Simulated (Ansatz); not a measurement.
Ansatz results at the PBE0-D4/def2-TZVP geometry: HOMO–LUMO gap (PBE/def2-TZVPP) 2.14 eV; zero-point energy (PBE0-D4/def2-TZVP) 106.8 kJ/mol; HOMO–LUMO gap (ωB97M-V/def2-TZVPP) 8.51 eV.

Task: Which molecule gave them?
A. `S=C1OCO1`
B. `FB1BO[SiH2]1`
C. `[NH2][Ge]1([OH])[CH2][O]1`
D. `FC(I)O[SiH3]`

Result: B. The others give `S=C1OCO1`: 4.06, 113.3, 10.55; `FC(I)O[SiH3]`: 4.25, 131.3, 10.49; `[NH2][Ge]1([OH])[CH2][O]1`: 4.14, 183.2, 10.39.
